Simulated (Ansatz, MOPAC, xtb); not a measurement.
Diatomic GeI, multiplicity 2 (lowest of 2S+1 = 2, 4 at CCSD(T)/def2-TZVPP on PBE0 minima; our sources give no spin for the ground state, which may be another). No spin–orbit coupling. Ge is treated without relativity.

Constants: fifth-degree fit in 1/R to seven points, most abundant isotopes. In def2 and cc sets the state is the lowest found near the PBE0 minimum, followed along R.

Codes used: Ansatz (Gaussian basis) for Hartree–Fock, density functionals and correlated methods; MOPAC for PM6 (differences of heats of formation); xtb for the GFN methods. Values without a source in brackets are computed. In def2 rows elements past Kr take small-core potentials, without spin–orbit coupling. The GFN methods have no spin term and hold the electronic entropy of 300 K.

```tsv
level	r_e (Å)	ω_e (cm⁻¹)	α_e (cm⁻¹)	B_e (cm⁻¹)	dipole (D)
PM6	2.513	206	0.00014	0.0571	-
GFN1-xTB	2.480	311	0.00024	0.0587	-
GFN2-xTB	2.548	258	0.00019	0.0556	-
SVWN5/def2-TZVPP	2.500	249	0.00018	0.0578	0.87
PBE/def2-TZVPP	2.546	235	0.00018	0.0557	1.10
r2SCAN/def2-TZVPP	2.524	243	0.00018	0.0566	1.03
B97M-V/def2-TZVPP	2.533	238	0.00018	0.0562	1.15
B3LYP/def2-TZVPP	2.556	232	0.00018	0.0552	1.41
PBE0/def2-TZVPP	2.526	244	0.00018	0.0566	1.25
BHLYP/def2-TZVPP	2.539	239	0.00017	0.0560	1.59
CAM-B3LYP/def2-TZVPP	2.530	241	0.00018	0.0564	1.48
wB97X-V/def2-TZVPP	2.516	248	0.00017	0.0570	1.41
wB97M-V/def2-TZVPP	2.523	246	0.00017	0.0567	1.52
B2PLYP/def2-TZVPP	2.537	240	0.00018	0.0561	-
CCSD/def2-TZVPP	2.523	247	0.00018	0.0567	-
CCSD(T)/def2-TZVPP	2.524	246	0.00018	0.0567	-
```

Correlated levels freeze the inner cores; with def2 sets outer-core shells near the valence are correlated too. The state reached by PM6 isn't checked.

Ansatz is a first-principles code.
